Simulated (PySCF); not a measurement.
**One molecule, many functionals**

CH₈GeSi.
Atom-mapped SMILES: `[SiH3:1][CH2:2][GeH3:3]` (hydrogens: H4, H5, H6 on Si1; H7, H8 on C2; H9, H10, H11 on Ge3)

Cartesian coordinates in Å at the PBE0-D3(BJ)/def2-SVP level; atoms count from 1:
```
atom  x, y, z in Å
Si1    1.4997    0.6410   -0.0038
C2     0.2443   -0.7518   -0.1337
Ge3   -1.6221   -0.1941    0.0817
H4     2.8938    0.1252   -0.1761
H5     1.2448    1.6717   -1.0575
H6     1.4055    1.3045    1.3336
H7     0.4667   -1.5145    0.6307
H8     0.3473   -1.2407   -1.1166
H9    -1.9889    0.8402   -0.9994
H10   -1.8204    0.4464    1.4689
H11   -2.5618   -1.4082   -0.0490
```

Linear-response calculations in the def2-SVPD basis (PySCF; singlets by full response, triplets Tamm–Dancoff, core orbitals frozen in the response; HF means time-dependent Hartree–Fock). 'Strongest' is the level of largest summed f among the singlets computed (10 roots, of which the last may lack a degenerate partner); it can jump between rows when another state enters that window. S1 is the lowest singlet of each run and needn't be the same state throughout; f(S1) is that of one state. Isolated species at its PBE0-D3(BJ)/def2-SVP geometry, gas phase. Relativistic effects, spin–orbit coupling among them, are left out although an element past zinc is present.

```csv
functional,kind,S1 (eV),f(S1),strongest (eV),T1 (eV),HOMO (eV),gap (eV),"ionisation energy, ΔSCF (eV)"
LDA,LDA,6.85,0.001,7.41,6.61,-7.50,6.73,10.55
PBE,GGA,6.95,0.002,7.46,6.67,-7.43,6.84,10.29
B3LYP,"global hybrid, 20% exact exchange",7.41,0.007,7.92,7.08,-8.42,8.31,10.55
PBE0,"global hybrid, 25% exact exchange",7.60,0.016,8.15,7.20,-8.64,8.77,10.57
BHandHLYP,"global hybrid, 50% exact exchange",8.02,0.033,8.59,7.58,-9.75,10.47,10.65
wB97X-D,range-separated hybrid,7.96,0.030,8.49,7.60,-10.46,12.18,10.70
LC-wPBE,range-separated hybrid,8.42,0.048,8.90,7.86,-11.30,13.19,10.90
HF,Hartree–Fock,8.85,0.087,9.43,8.13,-11.54,13.74,not settled
```

**Question.** What does CAM-B3LYP (range-separated hybrid) give?

**Answer.** S1 (eV) 7.80, f(S1) 0.019, strongest (eV) 8.38, T1 (eV) 7.40, HOMO (eV) -9.95, gap (eV) 10.81, ionisation energy, ΔSCF (eV) 10.72. S1 runs from 6.85 eV (LDA) to 8.85 eV (HF), a spread of 2.00 eV, while the orbital gap spreads over 7.0 eV. Along PBE (0%), B3LYP (20%), PBE0 (25%), BHandHLYP (50%), HF (100%) S1 rises with the share of exact exchange. −ε(HOMO) comes closest to its own ΔSCF ionisation energy with wB97X-D (-0.25 eV) and misses most with LDA (-3.06 eV). 'Not settled' means that the ion's SCF failed to converge or may have ended in another state than the lowest.

Without π bonds the low states are Rydberg-like; a valence basis with one diffuse set may place them up to an eV too high.
